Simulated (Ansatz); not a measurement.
Worked example: the barrier

An elementary step of AlSiN₂H₉, closed shell (AlSiN₂H₇ ([NH2][Al]([NH2])[SiH3]) + H₂ → AlN₂H₅ ([NH2][AlH][NH2]) + SiH₄; bonds formed: Al1–H6, Si2–H5; bonds broken: Al1–Si2, H5–H6). “Start” is the structure reached by relaxing down from the saddle towards the reactants; PBE0-D4/def2-TZVP structures. The saddle:

| atom | x (Å) | y (Å) | z (Å) |
| --- | --- | --- | --- |
| Al1 | -0.6859 | -0.0811 | -0.3391 |
| Si2 | 1.5877 | 0.6633 | 0.8434 |
| N3 | -1.4641 | -1.0022 | 0.9552 |
| N4 | -0.5007 | -0.5914 | -2.0229 |
| H5 | -0.0051 | 1.4015 | 0.0715 |
| H6 | -0.9596 | 1.6263 | -0.4206 |
| H7 | 2.5934 | 1.4502 | 0.0774 |
| H8 | 1.5418 | 1.1835 | 2.2394 |
| H9 | 2.0781 | -0.7486 | 0.9104 |
| H10 | -2.3971 | -1.3741 | 0.8861 |
| H11 | -1.1335 | -1.0653 | 1.9027 |
| H12 | -0.4964 | 0.0360 | -2.8091 |
| H13 | -0.1585 | -1.4981 | -2.2946 |

Program: Ansatz 0.2.0. Basis: def2-TZVPP and def2-QZVPP. Cores are frozen in the correlated methods.

Energies in eV:

| quantity | saddle | start |
| --- | --- | --- |
| Hartree–Fock, triple zeta (X = 3) | -17552.04716 | -17554.18495 |
| Hartree–Fock, quadruple zeta (X = 4) | -17552.67024 | -17554.80267 |
| MP2 correlation, X = 3 | -18.71348 | -18.28943 |
| MP2 correlation, X = 4 | -20.02489 | -19.59259 |
| CCSD(T) correlation, X = 3 | -20.87130 | -20.43245 |

Problem. Work out the barrier at the basis limit: extrapolate Hartree–Fock as E(X) = E∞ + A exp(−7.88 √X) and the MP2 correlation as E(X) = E∞ + B X^−2.97 (the exponents that Neese and Valeev fitted for def2-TZVPP and QZVPP), then add CCSD(T) − MP2 in triple zeta.

Solution. Each step is linear, so take the differences first (saddle − start): Hartree–Fock 2.13779 (X = 3) and 2.13243 (X = 4); MP2 correlation -0.42405 and -0.43230; CCSD(T) correlation -0.43885.
Two points give E∞ = E(4) + w [E(4) − E(3)], with w = 1/(exp(7.88 (2 − √3)) − 1) = 0.1377 for Hartree–Fock and w = 1/((4/3)^2.97 − 1) = 0.7407 for the correlation.
Hartree–Fock: 2.13243 + 0.1377 × (-0.00536) = 2.1317 eV.
MP2 correlation: -0.43230 + 0.7407 × (-0.00825) = -0.4384 eV.
CCSD(T) − MP2: -0.43885 − (-0.42405) = -0.0148 eV.
Sum: 2.1317 + (-0.4384) + (-0.0148) = 1.6785 eV, or 38.71 kcal/mol. Plain CCSD(T) in triple zeta gives 1.6989 eV, so the larger basis shifts the result by -0.0204 eV.

The T1 diagnostic stays at or below 0.013.

Labels in which every atom is bracketed show which atoms are joined, not bond orders.

For scale, one of the runs: CCSD(T)/def2-TZVPP, 272 basis functions (an equivalent command: `ansatz run in.yaml --threads 4`). Hardware: 4 CPU threads, shared host. Wall time 100 s; peak host memory 6.8 GiB.
